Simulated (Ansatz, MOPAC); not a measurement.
Species: SiN$_{2}$H$_{5}$, net charge 0, doublet state. SMILES: [SiH](N)N

Atoms: N1, Si2, N3, H4, H5, H6, H7, H8. Bonds: N1-Si2, N1-H4, N1-H5, Si2-N3, Si2-H6, N3-H7, N3-H8.

Bond lengths (Å) and angles (degrees) optimised at PM3 with MOPAC; PM6 with MOPAC; PBE/6-31G* with Ansatz (a quantum-chemistry and plane-wave program), each started from the B3LYP-D3(BJ)/def2-TZVP structure (Ansatz) of the last column. A row stands for all coordinates that are equal there; 10 of 14 kinds are shown. 6-31G* holds six Cartesian d functions. No wavenumbers were computed at PBE/6-31G*, so these may be saddle points.

```json
[
 {"coordinate": "N1-Si2", "PM3": "1.761", "PM6": "1.702", "PBE/6-31G*": "1.752", "B3LYP-D3(BJ)/def2-TZVP": "1.726"},
 {"coordinate": "N1-H4", "PM3": "0.997", "PM6": "1.009 to 1.013", "PBE/6-31G*": "1.022", "B3LYP-D3(BJ)/def2-TZVP": "1.009"},
 {"coordinate": "Si2-N3", "PM3": "1.761", "PM6": "1.702", "PBE/6-31G*": "1.744", "B3LYP-D3(BJ)/def2-TZVP": "1.717"},
 {"coordinate": "Si2-H6", "PM3": "1.502", "PM6": "1.464", "PBE/6-31G*": "1.525", "B3LYP-D3(BJ)/def2-TZVP": "1.502"},
 {"coordinate": "N3-H7", "PM3": "0.997", "PM6": "1.009", "PBE/6-31G*": "1.019", "B3LYP-D3(BJ)/def2-TZVP": "1.005"},
 {"coordinate": "N1-Si2-N3", "PM3": "108.6", "PM6": "132.9", "PBE/6-31G*": "104.8", "B3LYP-D3(BJ)/def2-TZVP": "106.0"},
 {"coordinate": "Si2-N1-H4", "PM3": "118.6", "PM6": "125.8", "PBE/6-31G*": "118.2", "B3LYP-D3(BJ)/def2-TZVP": "120.1"},
 {"coordinate": "Si2-N1-H5", "PM3": "118.4", "PM6": "125.1", "PBE/6-31G*": "118.3", "B3LYP-D3(BJ)/def2-TZVP": "120.5"},
 {"coordinate": "N1-Si2-H6", "PM3": "110.2", "PM6": "109.3", "PBE/6-31G*": "102.0", "B3LYP-D3(BJ)/def2-TZVP": "103.4"},
 {"coordinate": "N3-Si2-H6", "PM3": "110.2", "PM6": "109.3", "PBE/6-31G*": "118.1", "B3LYP-D3(BJ)/def2-TZVP": "116.6"}
]
```

A range marks coordinates that this level makes unequal.

Mean signed difference of all 7 bond lengths from B3LYP-D3(BJ)/def2-TZVP: PM3 0.005 Å, PM6 -0.009 Å, PBE/6-31G* 0.018 Å.
